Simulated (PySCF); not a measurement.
C3H7Se, doublet, geometry from GFN2-xTB; SVWN5/STO-3G (PySCF).

Here is a job for PySCF.
```python
from pyscf import gto, scf, dft

mol = gto.Mole()
mol.atom = '''
    C    -0.606518   -1.608342    1.035407
    C     0.343275   -0.443785    0.820670
    C     1.739126   -0.900683    0.436930
    Se   -0.381891    0.773638   -0.581992
    H    -0.237781   -2.239005    1.843033
    H    -0.680816   -2.211603    0.132506
    H    -1.601577   -1.255749    1.299277
    H     0.386013    0.176032    1.721070
    H     2.155589   -1.516947    1.232380
    H     1.709679   -1.490412   -0.477414
    H     2.397898   -0.049144    0.278836
'''
mol.basis = 'sto-3g'
mol.charge = 0
mol.spin = 1
mol.verbose = 4
mol.build()

mf = dft.UKS(mol)
mf.xc = 'lda,vwn'
mf.kernel()
```

What the program printed (banner, timings and long lists left out):

```
PySCF version 2.14.0

[INPUT] verbose = 4
[INPUT] num. atoms = 11
[INPUT] num. electrons = 59
[INPUT] charge = 0
[INPUT] spin (= nelec alpha-beta = 2S) = 1
[INPUT] symmetry False subgroup None
[INPUT] Mole.unit = angstrom
[INPUT] Symbol           X                Y                Z      unit          X                Y                Z       unit  Magmom
[INPUT]  1 C     -0.606518000000  -1.608342000000   1.035407000000 AA   -1.146152909619  -3.039325894635   1.956635657458 Bohr   0.0
[INPUT]  2 C      0.343275000000  -0.443785000000   0.820670000000 AA    0.648695735410  -0.838632108190   1.550841538647 Bohr   0.0
[INPUT]  3 C      1.739126000000  -0.900683000000   0.436930000000 AA    3.286471836110  -1.702044195052   0.825678035606 Bohr   0.0
[INPUT]  4 Se    -0.381891000000   0.773638000000  -0.581992000000 AA   -0.721669399436   1.461963939556  -1.099805486688 Bohr   0.0
[INPUT]  5 H     -0.237781000000  -2.239005000000   1.843033000000 AA   -0.449340967625  -4.231106241532   3.482827608536 Bohr   0.0
[INPUT]  6 H     -0.680816000000  -2.211603000000   0.132506000000 AA   -1.286555781222  -4.179323966266   0.250400049862 Bohr   0.0
[INPUT]  7 H     -1.601577000000  -1.255749000000   1.299277000000 AA   -3.026541897403  -2.373021691196   2.455277689947 Bohr   0.0
[INPUT]  8 H      0.386013000000   0.176032000000   1.721070000000 AA    0.729458850522   0.332652269159   3.252350941205 Bohr   0.0
[INPUT]  9 H      2.155589000000  -1.516947000000   1.232380000000 AA    4.073472847125  -2.866614375481   2.328860681391 Bohr   0.0
[INPUT] 10 H      1.709679000000  -1.490412000000  -0.477414000000 AA    3.230825070920  -2.816470492765  -0.902181708033 Bohr   0.0
[INPUT] 11 H      2.397898000000  -0.049144000000   0.278836000000 AA    4.531370494642  -0.092868700666   0.526923673669 Bohr   0.0

nuclear repulsion = 244.654525656584
number of shells = 24
number of NR pGTOs = 120
number of NR cGTOs = 40
basis = sto-3g
ecp = {}

******** <class 'pyscf.dft.uks.UKS'> ********
method = UKS
initial guess = minao
damping factor = 0
level_shift factor = 0
DIIS = <class 'pyscf.scf.diis.CDIIS'>
diis_start_cycle = 1
diis_space = 8
diis_damp = 0
SCF conv_tol = 1e-09
SCF conv_tol_grad = None
SCF max_cycles = 50
direct_scf = True
direct_scf_tol = 1e-13
number electrons alpha = 30  beta = 29
XC library pyscf.dft.libxc version 7.1.2
    S. Lehtola, C. Steigemann, M. J. T. Oliveira, and M. A. L. Marques,  SoftwareX 7, 1–5 (2018)
XC functionals = lda,vwn
    P. A. M. Dirac,  Math. Proc. Cambridge Philos. Soc. 26, 376 (1930)
    F. Bloch,  Z. Phys. 57, 545 (1929)
    S. H. Vosko, L. Wilk, and M. Nusair,  Can. J. Phys. 58, 1200 (1980)
radial grids:
    Treutler-Ahlrichs [JCP 102, 346 (1995); DOI:10.1063/1.469408] (M4) radial grids

becke partition: Becke, JCP 88, 2547 (1988); DOI:10.1063/1.454033
pruning grids: <function nwchem_prune>
grids dens level: 3
symmetrized grids: False
atomic radii adjust function: <function treutler_atomic_radii_adjust>
small_rho_cutoff = 0
Set gradient conv threshold to 3.16228e-05
tot grids = 131440
init E= -2484.19285463114

cycle= 1 E= -2486.83225749678  delta_E= -2.64  |g|= 0.429  |ddm|= 2.82
cycle= 2 E= -2486.7058232984  delta_E= 0.126  |g|= 0.726  |ddm|= 2.55

cycle= 3 E= -2487.17180740475  delta_E= -0.466  |g|= 0.118  |ddm|= 1.48
cycle= 4 E= -2487.18896770759  delta_E= -0.0172  |g|= 0.0517  |ddm|= 1.69
cycle= 5 E= -2487.1903095356  delta_E= -0.00134  |g|= 0.0151  |ddm|= 1.67
cycle= 6 E= -2487.19074849093  delta_E= -0.000439  |g|= 0.012  |ddm|= 1.67

cycle= 7 E= -2487.19084971855  delta_E= -0.000101  |g|= 0.00564  |ddm|= 0.0149
cycle= 8 E= -2487.19046828476  delta_E= 0.000381  |g|= 0.00761  |ddm|= 1.66
cycle= 9 E= -2487.19048350435  delta_E= -1.52e-05  |g|= 0.00677  |ddm|= 0.00894
cycle= 10 E= -2487.19083011273  delta_E= -0.000347  |g|= 0.00709  |ddm|= 1.66
cycle= 11 E= -2487.19082740343  delta_E= 2.71e-06  |g|= 0.00727  |ddm|= 0.0465
cycle= 12 E= -2487.19083684993  delta_E= -9.45e-06  |g|= 0.00669  |ddm|= 0.0171
cycle= 13 E= -2487.1904189636  delta_E= 0.000418  |g|= 0.0101  |ddm|= 1.66
cycle= 14 E= -2487.19079090628  delta_E= -0.000372  |g|= 0.00918  |ddm|= 1.66
cycle= 15 E= -2487.19047153095  delta_E= 0.000319  |g|= 0.00749  |ddm|= 1.66
cycle= 16 E= -2487.19043430651  delta_E= 3.72e-05  |g|= 0.00941  |ddm|= 0.00576

cycle= 17 E= -2487.1904882206  delta_E= -5.39e-05  |g|= 0.00645  |ddm|= 0.0107
cycle= 18 E= -2487.19080637683  delta_E= -0.000318  |g|= 0.00843  |ddm|= 1.66
cycle= 19 E= -2487.19077147731  delta_E= 3.49e-05  |g|= 0.0101  |ddm|= 0.00498
cycle= 20 E= -2487.19063373994  delta_E= 0.000138  |g|= 0.0149  |ddm|= 0.0145

cycle= 21 E= -2487.19046475329  delta_E= 0.000169  |g|= 0.0192  |ddm|= 0.013
cycle= 22 E= -2487.19080218681  delta_E= -0.000337  |g|= 0.00863  |ddm|= 0.0321
cycle= 23 E= -2487.19083547841  delta_E= -3.33e-05  |g|= 0.00677  |ddm|= 0.00583
cycle= 24 E= -2487.19047097368  delta_E= 0.000365  |g|= 0.00753  |ddm|= 1.66
cycle= 25 E= -2487.19039708589  delta_E= 7.39e-05  |g|= 0.011  |ddm|= 0.0106
cycle= 26 E= -2487.19025543843  delta_E= 0.000142  |g|= 0.0156  |ddm|= 0.0152
cycle= 27 E= -2487.19034035459  delta_E= -8.49e-05  |g|= 0.0131  |ddm|= 0.00781
cycle= 28 E= -2487.19079366241  delta_E= -0.000453  |g|= 0.00904  |ddm|= 1.67
cycle= 29 E= -2487.19063857629  delta_E= 0.000155  |g|= 0.0147  |ddm|= 0.0179
cycle= 30 E= -2487.19063432167  delta_E= 4.25e-06  |g|= 0.0148  |ddm|= 0.000475
cycle= 31 E= -2487.19064284295  delta_E= -8.52e-06  |g|= 0.0146  |ddm|= 0.00296
cycle= 32 E= -2487.19069244464  delta_E= -4.96e-05  |g|= 0.013  |ddm|= 0.00474
cycle= 33 E= -2487.19026790257  delta_E= 0.000425  |g|= 0.0152  |ddm|= 1.67

cycle= 34 E= -2487.19015464264  delta_E= 0.000113  |g|= 0.0182  |ddm|= 0.00889

cycle= 35 E= -2487.19016578605  delta_E= -1.11e-05  |g|= 0.0179  |ddm|= 0.000945
cycle= 36 E= -2487.19041488294  delta_E= -0.000249  |g|= 0.0103  |ddm|= 0.0247
cycle= 37 E= -2487.19080341673  delta_E= -0.000389  |g|= 0.00857  |ddm|= 1.66
cycle= 38 E= -2487.19081750391  delta_E= -1.41e-05  |g|= 0.00784  |ddm|= 0.0529
cycle= 39 E= -2487.1904274343  delta_E= 0.00039  |g|= 0.00973  |ddm|= 1.66
cycle= 40 E= -2487.19034573673  delta_E= 8.17e-05  |g|= 0.0129  |ddm|= 0.022
cycle= 41 E= -2487.19073044521  delta_E= -0.000385  |g|= 0.0117  |ddm|= 1.67
cycle= 42 E= -2487.19071807791  delta_E= 1.24e-05  |g|= 0.0121  |ddm|= 0.00149
cycle= 43 E= -2487.19076320525  delta_E= -4.51e-05  |g|= 0.0104  |ddm|= 0.00726

cycle= 44 E= -2487.19009415737  delta_E= 0.000669  |g|= 0.0196  |ddm|= 1.67

cycle= 45 E= -2487.19015488485  delta_E= -6.07e-05  |g|= 0.0182  |ddm|= 0.00428

cycle= 46 E= -2487.19019440665  delta_E= -3.95e-05  |g|= 0.0173  |ddm|= 0.00527
cycle= 47 E= -2487.19076637408  delta_E= -0.000572  |g|= 0.0102  |ddm|= 1.66
cycle= 48 E= -2487.19074955511  delta_E= 1.68e-05  |g|= 0.0109  |ddm|= 0.0506
cycle= 49 E= -2487.19034546964  delta_E= 0.000404  |g|= 0.0129  |ddm|= 1.66
cycle= 50 E= -2487.19043403194  delta_E= -8.86e-05  |g|= 0.00952  |ddm|= 0.0154
SCF not converged.
SCF energy = -2487.19043403194 after 50 cycles  <S^2> = 0.75076244  2S+1 = 2.0007623
```

The run did not converge; its last values are not results.
